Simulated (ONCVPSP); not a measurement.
# How hard is this Cu ONCV potential?

ONCVPSP 4.0.1 input, shortened (lines: element, Z, core and valence counts, functional; n l f; lmax; l rc ep ncon nbas qcut; lloc lpopt rc5 dvloc0; l nproj debl; icmod fcfact rcfact), PBE, fully relativistic:

```
  Cu 29.00    3    4        4      upf
    1    0    2.00
    2    0    2.00
    2    1    6.00
    3    0    2.00
    3    1    6.00
    3    2   10.00
    4    0    1.00
    2
    0    1.20    0.00    5    8    7.70
    1    0.70    0.00    4    9   12.00
    2    1.20    0.00    4    8   14.20
    4    3    0.65    3.00
    0    2    3.20
    1    2    0.90
    2    1    1.00
    0    0.00    0.00
```

Open shells are filled in proportion to 2j + 1.

In the p channel the program set the typed energies aside and used -2.619, 0.250 Ha (j = l + 1/2; the other j can differ).

Task: For each optimised wave give the share of its norm inside rc, the residual kinetic energy above qcut (Ha) and the cutoffs (Ha) for errors of 10, 1, 0.1 and 0.01 mHa per electron.

Result:

| wave | norm inside rc | residual KE | 10 mHa | 1 mHa | 0.1 mHa | 0.01 mHa |
| --- | --- | --- | --- | --- | --- | --- |
| 3s | 0.947 | 2.6e-03 | 20.3 | 60.4 | 112.6 | 128.9 |
| 4s | 0.031 | 5.2e-04 | 8.8 | 25.7 | 60.0 | 125.4 |
| 3p j=3/2 | 0.483 | 1.2e-03 | 33.3 | 75.9 | 474.4 | 572.2 |
| p projector 2 j=3/2 | 0.027 | 1.0e-04 | 24.1 | 33.8 | 72.3 | 468.3 |
| 3p j=1/2 | 0.497 | 1.2e-03 | 34.1 | 75.6 | 477.7 | 573.6 |
| p projector 2 j=1/2 | 0.027 | 9.6e-05 | 24.7 | 34.7 | 71.6 | 448.8 |
| 3d j=5/2 | 0.702 | 1.3e-05 | 62.4 | 74.5 | 85.0 | 184.0 |
| 3d j=3/2 | 0.709 | 1.1e-05 | 62.9 | 75.0 | 85.4 | 128.3 |

The occupied waves need 76 Ha and 478 Ha for 1 and 0.1 mHa. 1 of 4 tests not solved or not reliable.
